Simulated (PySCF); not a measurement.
**cyclopentanecarbaldehyde (C1C(C=O)CCC1, C6H10O)**

Geometry:
```
atom   x (Å)   y (Å)   z (Å)
  O1   2.504  -1.228   0.670
  C2   2.129  -0.135   0.339
  C3   0.860   0.169  -0.417
  C4  -0.053  -1.054  -0.609
  C5  -1.248  -0.803   0.313
  C6  -1.419   0.712   0.264
  C7   0.016   1.233   0.339
  H8   2.733   0.775   0.600
  H9   1.191   0.580  -1.387
 H10   0.487  -1.983  -0.380
 H11  -0.389  -1.113  -1.656
 H12  -1.002  -1.117   1.342
 H13  -2.150  -1.357   0.013
 H14  -2.061   1.113   1.063
 H15  -1.875   1.003  -0.698
 H16   0.334   1.286   1.395
 H17   0.134   2.245  -0.075
```

Computed, not measured: quadratic response CAM-B3LYP/aug-cc-pVDZ first hyperpolarisability, Taylor convention, gas phase in PySCF. Geometry: PBE0-D3(BJ)/def2-SVP.

Problem. Give the tensor of the second harmonic β(−2ω;ω,ω) at 1064 nm in the axes of these coordinates.

Solution. In au, Taylor convention; rows are the first index (the induced dipole):
```
      xx     yy     zz     xy     xz     yz
x  -10.7  -20.8   +6.7  -16.7  -24.1   +7.2
y  -16.5  -89.1  -24.2  -21.6   +7.3   -6.1
z  -24.3   -6.0  +16.5   +7.2   +6.6  -23.7
```
Norm of βᵢ = ⅓ Σⱼ (βᵢⱼⱼ + βⱼᵢⱼ + βⱼⱼᵢ): 132.8 au, hyper-Rayleigh value 52.2 au.
